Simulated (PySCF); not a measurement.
## Circular dichroism: `O[Si@@H]1[SiH2][SiH2][SiH2][C@H]1F`, CH9FOSi4

Geometry:
```csv
atom,x (Å),y (Å),z (Å)
O1,-1.128,-1.417,1.650
Si2,-0.789,-1.441,0.050
Si3,1.520,-1.273,0.053
Si4,1.795,1.058,0.005
Si5,-0.412,1.804,-0.089
C6,-1.367,0.243,-0.715
F7,-1.124,0.164,-2.103
H8,-2.014,-1.330,1.990
H9,-1.589,-2.485,-0.604
H10,2.141,-1.930,1.213
H11,2.123,-1.956,-1.102
H12,2.605,1.548,-1.122
H13,2.485,1.620,1.178
H14,-1.026,2.123,1.211
H15,-0.776,2.900,-0.993
H16,-2.450,0.382,-0.634
```

Method used: TDDFT CAM-B3LYP/def2-SVPD circular dichroism and optical rotation, one conformer, gas phase (PySCF 2.14.0). Geometry: GFN2-xTB.

The molecule is flexible and this is one conformer; a measurement averages over conformers.

Q: What are the CIP labels of the stereocentres?

A: Si2 R, C6 R.

Q: List the lowest 16 singlet excitations with oscillator and rotatory strengths.

A: Rotatory strengths R in 10⁻⁴⁰ esu² cm², velocity form and length form (origin at the centre of mass); f in length form.
```csv
state,E (eV),λ (nm),f,R (velocity),R (length),main
1,5.53,224,0.003,+4.4,+4.6,HOMO→LUMO 0.93
2,5.76,215,0.002,+6.8,+6.9,HOMO−1→LUMO 0.89
3,6.44,192,0.004,-15.1,-13.9,HOMO−2→LUMO 0.88
4,6.64,187,0.035,-19.7,-20.5,HOMO→LUMO+1 0.76
5,6.74,184,0.034,+6.4,+5.7,"HOMO−3→LUMO 0.33, HOMO−1→LUMO+1 0.29"
6,6.83,181,0.024,+19.2,+19.4,"HOMO−3→LUMO 0.46, HOMO−1→LUMO+1 0.29"
7,6.87,181,0.229,-59.1,-57.1,"HOMO→LUMO+2 0.64, HOMO−1→LUMO+1 0.16"
8,7.09,175,0.015,-4.4,-3.4,"HOMO→LUMO+3 0.31, HOMO−1→LUMO+2 0.25"
9,7.15,173,0.018,+28.0,+27.0,"HOMO→LUMO+3 0.29, HOMO−1→LUMO+2 0.25"
10,7.24,171,0.008,+29.9,+28.9,"HOMO−2→LUMO+1 0.41, HOMO−1→LUMO+2 0.26"
11,7.34,169,0.005,+17.8,+17.3,"HOMO−1→LUMO+3 0.29, HOMO−1→LUMO+4 0.21"
12,7.47,166,0.051,+16.1,+15.9,"HOMO→LUMO+4 0.48, HOMO−3→LUMO+1 0.16"
13,7.48,166,0.026,-1.8,-1.3,"HOMO−1→LUMO+3 0.19, HOMO−2→LUMO+2 0.14"
14,7.54,165,0.014,-36.9,-36.5,"HOMO−2→LUMO+2 0.26, HOMO−1→LUMO+4 0.21"
15,7.62,163,0.017,-27.8,-26.4,"HOMO−3→LUMO+1 0.42, HOMO−2→LUMO+3 0.10"
16,7.66,162,0.034,-23.8,-27.5,"HOMO−2→LUMO+3 0.16, HOMO−5→LUMO 0.14"
```

Among the states computed, the strongest CD band (largest |R|) is state 7. The largest dissymmetry factor in size, g = 4R/(D+G), with D and G the electric and magnetic dipole strengths, is +0.039 for state 10 (velocity form, f = 0.008), among bands with |R| over 0.5. The mirror image has the same energies and oscillator strengths and all R with the opposite sign.
